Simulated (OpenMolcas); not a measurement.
## W4+: effect of the level shift or regulariser

```json
{
  "Program": "OpenMolcas 26.06",
  "Basis": "ANO-RCC-VTZP [8s7p5d3f2g1h]",
  "Scalar Hamiltonian": "DKH2, point nucleus",
  "Active space": "2 electrons in 5 orbitals (5d)",
  "State averaging": "2S+1 = 3 even, 10 roots; 2S+1 = 1 even, 15 roots",
  "Spin-orbit coupling": "state interaction with AMFI integrals over the reference wave functions, term energies averaged over their components"
}
```

Methods on the same reference wave functions:
A. CASSCF
B. SS-CASPT2, IPEA 0.25 Eh, imaginary shift 0.1 Eh (closed shells correlated: 5s 5p)
C. SS-CASPT2, IPEA 0.25 Eh, real shift 0.2 Eh (closed shells correlated: 5s 5p)
D. SS-CASPT2, IPEA 0.25 Eh, sigma2 regulariser 0.3 Eh (closed shells correlated: 5s 5p)

Energies in cm-1 above 5d2 3F2, the measured ground level; measured values from the list in J. Phys. B 45, 065001 (2012).

| Level | A | B | C | D | Measured |
| --- | --- | --- | --- | --- | --- |
| 5d2 3F2 | 0.0 | 0.0 | 0.0 | 0.0 | 0.0 |
| 5d2 3F3 | 6160 | 6440 | 6420 | 6420 |  |
| 5d2 3F4 | 11710 | 11860 | 11840 | 11840 | 11519 |
| 5d2 3P0 | 14834 | 13580 | 13570 | 13560 | 12839 |
| 5d2 1D2 [54 %] | 16066 | 14100 | 14210 | 14210 |  |
| 5d2 3P1 | 18222 | 17260 | 17240 | 17240 | 16331 |
| 5d2 1G4 | 24782 | 23400 | 23390 | 23380 | 22346 |
| 5d2 3P2 [60 %] | 25095 | 23490 | 23540 | 23540 | 22615 |
| 5d2 1S0 | 50134 | 44510 | 44570 | 44490 | 43110 |

Deviations, from unrounded energies. A percentage is the sum of absolute deviations over the sum of measured energies, with the sign that they share, or ± where signs differ.

| Against measurement | Levels | A | B | C | D |
| --- | --- | --- | --- | --- | --- |
| mean absolute deviation (cm-1) | 6 | 2700 | 890 | 900 | 880 |
| fine structure of the ground term (%) | 1 | +1.7 | +3.0 | +2.8 | +2.8 |
| other terms of the ground configuration (%) | 5 | +13.5 | +4.3 | +4.3 | +4.2 |

B, C, D lie about equally close to measurement and A furthest from it. The largest miss of D in the table is 5d2 1S0, by +1400 cm-1. The ranking rests on the paired levels alone, and a cruder setting can come out closer through cancelling errors.

Among B to D the level of the table that moves most is 5d2 1D2 [54 %], by 100 cm-1 (lowest in B, highest in C). Moves below CASPT2's spread within the term are not significant.

The mean deviations of B to D differ by less than CASPT2's widest spread within a term (520 cm-1), so their order carries little weight.

From A to B the spin-free energies of the other terms of 5d2 shown, above 3F, scale by factors of 0.70 to 0.90, as is usual when dynamic correlation screens the repulsion within a d or f shell.

The lowest spin-free term lies below A's lowest term by 0.216 hartree in B, 0.216 hartree in C, 0.216 hartree in D.

CASPT2 breaks the degeneracy within a term, and the mean is taken; among the terms shown or strongly mixed into the levels shown the widest spread is 520 cm-1 (5d2 1G, B). Without dynamic correlation excited terms often stand tens of per cent too high (terms of higher spin than the ground term too low), and those without a measured partner can miss by more than the paired ones (holds for A). Computed and measured levels are paired by configuration, term and J; levels that our copy of the source lacks, or whose pairing is in doubt (as where it misses far off the trend of its configuration), stay unpaired and out of the deviations. Only configurations of the active space appear.

A share in square brackets marks a mixed level and gives the weight of the term that names it, the lowest over the columns.
